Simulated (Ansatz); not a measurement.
Molecule: dibromo(dimethoxy)silane, C₂H₆Br₂O₂Si, net charge 0, singlet state. 
Coordinates optimised at B3LYP-D3(BJ)/def2-TZVP (Ansatz, a program for electronic structure):
```
Si
O 1 1.6110
C 2 1.4279 1 125.67
H 3 1.0881 2 107.30 1 -179.28
H 3 1.0912 4 109.48 2 120.08
H 3 1.0918 4 109.32 5 119.93
O 1 1.6175 2 109.89 3 -60.04
C 7 1.4245 1 126.95 2 178.59
H 8 1.0882 7 107.48 1 -179.37
H 8 1.0918 9 109.40 7 -120.20
H 8 1.0918 9 109.31 10 -119.74
Br 1 2.2107 2 107.54 3 178.86
Br 1 2.2334 2 110.63 3 59.93
```
Charge 0, spin multiplicity 1.

Total electronic energies in hartree. Valence correlation only, unless marked. Spin-orbit coupling is left out. Frozen are the shells of the preceding noble gas and the d and f shells that filled before the atom's block. Non-relativistic. CBS marks a two-point X^-3 extrapolation of the correlation energy; Hartree-Fock from the larger set.

```tsv
level	program	energy (Eh)
HF/def2-SVP	Ansatz	-5661.99935
RI-HF/def2-TZVPPD	Ansatz	-5663.02418
PBE0/def2-TZVP	Ansatz	___
PBE0/def2-QZVPP	Ansatz	-5667.51947
BHLYP-D4/def2-TZVPD	Ansatz + dftd4	___
wB97X-V/def2-TZVPD	Ansatz	-5667.77994
B2PLYP-D3(BJ)/def2-TZVPD	Ansatz + dftd3	-5667.25245
CCSD(T)/def2-SVPD	Ansatz	-5663.14329
CCSD(T)/CBS(def2-TZVPP,def2-QZVPP)	Ansatz	-5664.6770
```

Task: Fill in the missing entries.

Result: 
- PBE0/def2-TZVP, energy (Eh): -5667.38866
- BHLYP-D4/def2-TZVPD, energy (Eh): -5668.24888
